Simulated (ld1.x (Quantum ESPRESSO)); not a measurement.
## Reading a pseudo-wave (N)

Columns: radius, all-electron u(r) and pseudo u(r) of the 2p shell (level -7.17 eV) of nitrogen in the configuration [He] 2s1.75 2p3.25; BLYP, scalar-relativistic, RRKJ scheme, ld1.x (Quantum ESPRESSO) 7.5.

```tsv
r (bohr)	all-electron	pseudo
0.108	0.0836	0.0248
0.215	0.2385	0.0951
0.322	0.3948	0.2019
0.430	0.5283	0.3333
0.538	0.6308	0.4725
0.645	0.7031	0.6028
0.752	0.7494	0.7125
0.860	0.7740	0.7936
0.968	0.7808	0.8410
1.075	0.7742	0.8555
1.182	0.7580	0.8427
1.290	0.7346	0.8094
1.398	0.7065	0.7639
1.505	0.6756	0.7142
1.612	0.6431	0.6654
1.720	0.6096	0.6200
1.828	0.5760	0.5797
1.935	0.5432	0.5440
2.042	0.5112	0.5113
2.150	0.4800	0.4800
2.258	0.4501	0.4501
2.365	0.4218	0.4218
2.472	0.3949	0.3949
2.580	0.3691	0.3691
2.688	0.3447	0.3447
2.795	0.3220	0.3220
```

Q: How many radial nodes do the two functions have?

A: The all-electron 2p function has n − l − 1 = 0; the pseudo-wave has 0.

Q: At about which radius was the pseudo-wave matched?

A: 2.15 bohr. The columns agree to 0.0005 from 2.04 bohr on; several derivatives are matched, so the curves merge somewhat inside the radius.

Q: Is the pseudo-wave norm-conserving?

A: Yes: the RRKJ scheme keeps the norm inside the radius equal to the all-electron one, which fixes the energy derivative of the logarithmic derivative at the level.
